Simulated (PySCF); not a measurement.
Cd⁺: ionisation energy

Cd⁺ [Kr] 4d10 5s1 (2S) → Cd²⁺ [Kr] 4d10 (1S), as a difference of total energies. Computed with PySCF 2.14 in def2-SVP with the def2 core potential (28 electrons) (5s3p2d1f, 31 functions), with a scalar-relativistic core potential. Correlated levels: valence: 4s2 4p6 frozen. The calculations carry no spin-orbit coupling.

| method | ionisation energy (eV) | error (eV) |
| --- | --- | --- |
| UHF | 15.588 | -1.320 |
| BP86 | 17.581 | +0.673 |
| PBE | 17.438 | +0.530 |
| MP2 (valence) | 16.298 | -0.610 |
| SCS-MP2 (valence) | 16.185 | -0.723 |
| CCSD (valence) | 16.242 | -0.666 |
| CCSD(T) (valence) | 16.271 | -0.637 |

Reference: 16.908 eV (measured; NIST Atomic Spectra Database, ionization energies).

Errors of the correlated levels include the incompleteness of this basis and the frozen core.
